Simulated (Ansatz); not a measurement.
Stepwise reaction of `[Br][SnH3]` with water, as a gas-phase model of exchange steps in deposition or etching. ΔE in kJ/mol; ΔG adds harmonic PBE0-D4 terms to CCSD(T)/CBS, at 1 bar.

Gas-phase electronic energies from Ansatz, PBE0-D4/def2-TZVP geometries. CBS: MP2 limit from def2 TZ/QZ plus the TZ coupled-cluster correction, frozen cores. This one scheme is used for every species. Functionals use def2-TZVPP. B3LYP here is the variant with VWN-RPA as its local correlation; programs differ in this. Elements past krypton have def2 core potentials. For Br, Sn outer-core shells are correlated without core-valence functions, which leaves a few kJ/mol of doubt a bond. Scalar relativity is left out up to krypton. Each species was taken in one conformer, which may not be the lowest.

| step | reaction | PBE-D4 | B3LYP-D4 | ωB97M-V | CCSD(T)/CBS | ΔG(600 K) |
| --- | --- | --- | --- | --- | --- | --- |
| 1 | `[Br][SnH3]` + H₂O → `[OH][SnH2][Br]` + H₂ | -5.2 | -4.9 | -0.9 | -5.3 | -9.2 |
| 2 | `[OH][SnH2][Br]` + H₂O → `[OH][SnH]([OH])[Br]` + H₂ | -11.4 | -10.7 | -7.9 | -11.8 | -9.6 |
| 3 | `[OH][SnH]([OH])[Br]` + H₂O → `[OH][Sn]([OH])([OH])[Br]` + H₂ | -0.6 | -0.6 | 2.3 | -2.0 | -0.3 |

(1) By hand: ΔE of the 3 steps together at CCSD(T)/CBS.

Results:

(1) (-5.3) + (-11.8) + (-2.0) = -19.1 kJ/mol, or -6.4 kJ/mol a step.

In ΔE step 2 is the lowest and step 3 the highest. ΔG lies between -9.6 and -0.3 kJ/mol a step. PBE-D4 differs from CCSD(T)/CBS by 0.1 to 1.4 kJ/mol a step. Isolated molecules leave out the surface, adducts and barriers. Largest T1 diagnostic: 0.013.
